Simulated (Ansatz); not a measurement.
One change: `FC1BCC1` becomes `B1CCC1`.

Ansatz, PBE0-D4/def2-TZVP geometries, multiplicity 1. 

```json
{"property": "HOMO energy (ωB97M-V/def2-TZVPP) / eV", "`FC1BCC1`": "-10.35"}
{"property": "size of the dipole moment (PBE/def2-TZVPP) / D", "`FC1BCC1`": "2.00"}
{"property": "size of the dipole moment (ωB97M-V/def2-TZVPP) / D", "`FC1BCC1`": "2.06"}
{"property": "LUMO energy (PBE/def2-TZVPP) / eV", "`FC1BCC1`": "-1.82"}
{"property": "HOMO–LUMO gap (PBE0/def2-TZVPP) / eV", "`FC1BCC1`": "7.18"}
{"property": "LUMO energy (B3LYP/def2-TZVPP) / eV", "`FC1BCC1`": "-1.10"}
```

Problem. Give the same properties after the change, and the shifts. (Estimate.)

Solution. The calculation gave: 
| property | `B1CCC1` | shift |
| --- | --- | --- |
| HOMO energy (ωB97M-V/def2-TZVPP) / eV | -10.07 | 0.28 |
| size of the dipole moment (PBE/def2-TZVPP) / D | 1.13 | -0.87 |
| size of the dipole moment (ωB97M-V/def2-TZVPP) / D | 1.00 | -1.06 |
| LUMO energy (PBE/def2-TZVPP) / eV | -1.35 | 0.47 |
| HOMO–LUMO gap (PBE0/def2-TZVPP) / eV | 7.40 | 0.22 |
| LUMO energy (B3LYP/def2-TZVPP) / eV | -0.61 | 0.49 |

With PBE0 the HOMO rises by 0.26 eV and the LUMO rises by 0.48 eV, so the gap widens by about 0.22 eV. PBE moves the HOMO by 0.11 eV and ωB97M-V by 0.28 eV. Dipoles are sizes alone; their direction can turn.

B3LYP here is the variant with VWN-RPA as its local correlation; programs differ in this.
